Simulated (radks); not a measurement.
Values are calculated unless marked as measured or tabulated.
Ta+, 72 electrons, occupied as [Xe] 4f14 5d3 6f1 (not the ground configuration).

Code: a radial shooting solver on a logarithmic mesh with Libxc functionals. Model: scalar-relativistic Kohn-Sham, PBE, spin-polarised, spherical densities, finite nucleus; open shells are filled with parallel spins first (spin-orbit coupling, left out, can overturn this in heavy ions); Fermi nuclear charge, rms radius 5.3507 fm.

Energy parts (eV):
total: -424540.56
kinetic: 466293.19
electron-nucleus: -1047444.98
Hartree: 165177.61
exchange-correlation: -8566.38

Orbitals (lengths in bohr, moments of r in powers of bohr):
orbital  occ.  eigenvalue (eV)       <r^4>
1s down     1        -67359.66   6.207e-07
1s up       1        -67359.65   6.207e-07
2s up       1        -11584.48  0.00009386
2s down     1        -11584.36  0.00009386
2p up       3        -10155.80  0.00007326
2p down     3        -10155.71  0.00007326
3s up       1        -2663.754    0.003464
3s down     1        -2663.735    0.003464
3p up       3        -2238.625    0.003713
3p down     3        -2238.601    0.003713
3d up       5        -1741.953    0.002875
3d down     5        -1741.886    0.002875
4s up       1        -553.3622     0.08201
4s down     1        -553.2784     0.08201
4p up       3        -413.8588      0.1093
4p down     3        -413.7833      0.1093
4d up       5        -235.1195      0.1634
4d down     5        -235.0262      0.1629
5s up       1         -86.4045       2.780
5s down     1         -85.1913       2.701
5p up       3         -53.0607       5.617
5p down     3         -51.3687       5.433
4f up       7         -37.7066      0.7024
4f down     7         -37.4277      0.6573
5d up       3         -16.6810       38.22
5d down     0         -14.4047       38.72
6f up       1          -1.9256       66920

The highest occupied level is 6f up at -1.926 eV. The configuration is held as typed, so some empty levels lie below it. Summed over all electrons, <r^2> = 260.6 bohr^2, which gives a Langevin (diamagnetic) susceptibility term of -206 x 10^-6 cm^3/mol.
